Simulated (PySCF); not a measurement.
**Shieldings and the share of exact exchange**

Molecule: `InChI=1S/C2H4BFO2/c4-3-5-1-2-6-3/h1-2H2`.

Molfile (atoms numbered from 1):
```
C2H4BFO2
     RDKit          3D

 10 10  0  0  0  0  0  0  0  0999 V2000
   -1.4696    2.2073    0.7128 F   0  0  0  0  0  0  0  0  0  0  0  0
   -0.7611    1.1543    0.3599 B   0  0  0  0  0  0  0  0  0  0  0  0
   -1.3139   -0.0734    0.1695 O   0  0  0  0  0  0  0  0  0  0  0  0
   -0.2713   -0.9548   -0.2063 C   0  0  0  0  0  0  0  0  0  0  0  0
    1.0100   -0.0851   -0.2199 C   0  0  0  0  0  0  0  0  0  0  0  0
    0.5816    1.2116    0.1544 O   0  0  0  0  0  0  0  0  0  0  0  0
   -0.4944   -1.3889   -1.1940 H   0  0  0  0  0  0  0  0  0  0  0  0
   -0.2093   -1.7827    0.5180 H   0  0  0  0  0  0  0  0  0  0  0  0
    1.4794   -0.0439   -1.2159 H   0  0  0  0  0  0  0  0  0  0  0  0
    1.7689   -0.4424    0.4943 H   0  0  0  0  0  0  0  0  0  0  0  0
  1  2  1  0
  2  3  1  0
  3  4  1  0
  4  5  1  0
  5  6  1  0
  6  2  1  0
  4  7  1  0
  4  8  1  0
  5  9  1  0
  5 10  1  0
M  END
```

GIAO shieldings (ppm, equivalent atoms averaged) in PySCF on the PBE0-D3(BJ)/def2-SVP geometry, basis pcSseg-2, gas phase, non-relativistic:

```csv
functional,exact exchange (%),σ(F1),σ(B2),σ(O3/O6),σ(C4/C5)
BLYP,0,327.8,71.4,223.5,102.0
BP86,0,327.7,74.0,226.7,107.3
PBE,0,326.7,73.3,225.8,107.4
B3LYP,20,336.1,75.9,234.6,108.7
PBE0,25,337.3,78.7,239.3,115.0
mPW1PW91,25,337.5,78.7,238.9,114.3
HF,100,364.2,93.5,272.6,130.0
```

(1) Fit each shielding as a line in the percentage of exact exchange.

(2) What does the line predict for BHandHLYP (50 %), and what does the run give?

## Answers

(1) σ(F1) = 327.8 + 0.37 x (rms 0.6 ppm); σ(B2) = 72.9 + 0.21 x (rms 0.9 ppm); σ(O3/O6) = 225.9 + 0.47 x (rms 1.3 ppm); σ(C4/C5) = 106.1 + 0.25 x (rms 2.3 ppm). The functionals also differ in their semilocal parts, which the line can't hold; Hartree–Fock has no correlation at all.

(2) σ(F1): 346.3 predicted, 347.4 computed; σ(B2): 83.4 predicted, 82.4 computed; σ(O3/O6): 249.4 predicted, 249.6 computed; σ(C4/C5): 118.6 predicted, 117.2 computed ppm.
